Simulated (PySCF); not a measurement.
**Bond length, frequency and bond energy of ZnN by level of theory**

State: ⁴Σ⁻ (quartet), unpaired electrons σ ↑, π ↑↑. Set-up: PySCF, no relativity, basis sets Zn def2-TZVPPD, N def2-TZVPPD. De refers to Zn + N in their high-spin ground configurations, without counterpoise correction. The functionals are run spin-unrestricted. A positive dipole means Zn(−)N(+).

| Level | Re (Å) | ωe (cm⁻¹) | De (eV) | μ (D) |
| --- | --- | --- | --- | --- |
| PBE | 2.041 | 359 | 0.59 | -1.23 |
| revPBE | 2.064 | 340 | 0.459 | -1.26 |
| PW91 | 2.038 | 361 | 0.60 | -1.24 |
| BP86 | 2.041 | 359 | 0.57 | -1.23 |
| r²SCAN | 2.019 | 371 | 0.50 | -1.24 |
| r²SCANh | 2.025 | 363 | 0.424 | -1.30 |
| PBE0 | 2.035 | 360 | 0.386 | -1.40 |
| ωB97X-V | 2.020 | 376 | 0.321 | -1.56 |
| B2PLYP | 2.048 | 340 | 0.202 | -1.39 |

**Question.** What does a quarter of exact exchange do here, going from PBE to PBE0?

**Answer.** PBE0 less PBE: -0.6 pm in Re, +0.3 % in ωe, -0.20 eV in De. Exact exchange removes part of the self-interaction that spreads semilocal densities, and in most molecules shortens and stiffens the bond and lowers De; so it does here.

**Question.** What does the step from GGA to meta-GGA do here, going from PBE to r²SCAN?

**Answer.** r²SCAN less PBE: -2.2 pm in Re, +3.3 % in ωe, -0.09 eV in De. 

Correlated steps freeze 6 core orbitals. B2PLYP dipoles, levels and charges come from its SCF part alone. The state is the lowest determinant that a PBE0 search found; another state may lie lower at other levels.

The whole job (state search and all levels along the bond) took about 2.9 min on 2 threads of AMD EPYC 9R45 96-Core (shared host), peak memory 4.3 GiB.
